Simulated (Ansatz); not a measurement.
Reaction (cleavage of the Al–Si bond): `[SiH3][AlH][SH]` + `CNC` → `C[N](C)[AlH][SH]` + SiH₄

Computed with Ansatz on PBE0-D4/def2-TZVP structures; ΔE is electronic, products minus reactants. CCSD(T)/CBS is the MP2 limit (def2-TZVPP, def2-QZVPP) plus CCSD(T) − MP2 in def2-TZVPP, frozen cores. This one scheme is used for every species. DFT in def2-TZVPP. One conformer a species, not always the lowest.

```json
{"level": "revPBE-D4", "ΔE (kJ/mol)": "-69.3", "difference from CCSD(T)/CBS": "14.2"}
{"level": "BLYP-D4", "ΔE (kJ/mol)": "-84.9", "difference from CCSD(T)/CBS": "-1.4"}
{"level": "B97M-V", "ΔE (kJ/mol)": "-80.0", "difference from CCSD(T)/CBS": "3.5"}
{"level": "PBE0-D4", "ΔE (kJ/mol)": "-68.3", "difference from CCSD(T)/CBS": "15.2"}
{"level": "revPBE", "ΔE (kJ/mol)": "-56.8", "difference from CCSD(T)/CBS": "26.7"}
{"level": "PBE0", "ΔE (kJ/mol)": "-64.3", "difference from CCSD(T)/CBS": "19.2"}
{"level": "r2SCANh", "ΔE (kJ/mol)": "-78.0", "difference from CCSD(T)/CBS": "5.5"}
{"level": "HF/def2-QZVPP", "ΔE (kJ/mol)": "-82.1", "difference from CCSD(T)/CBS": "1.4"}
{"level": "MP2/CBS(def2)", "ΔE (kJ/mol)": "-94.3", "difference from CCSD(T)/CBS": "-10.8"}
{"level": "CCSD/CBS(def2)", "ΔE (kJ/mol)": "-82.3", "difference from CCSD(T)/CBS": "1.2"}
{"level": "CCSD(T)/CBS", "ΔE (kJ/mol)": "-83.5", "difference from CCSD(T)/CBS": "0"}
```

Largest T1 diagnostic among the species: 0.013.

The D4 term adds −7.0 kJ/mol with B3LYP and −4.0 kJ/mol with PBE0; it sums over pairs of atoms, weighted by their polarisabilities, and B3LYP, whose exchange is more repulsive, gets the larger term. From BLYP to BHLYP (50 % exact exchange), in def2-TZVPP and without D4, ΔE moves by −6.6 kJ/mol.

B3LYP here is the variant with VWN-RPA as its local correlation; programs differ in this.
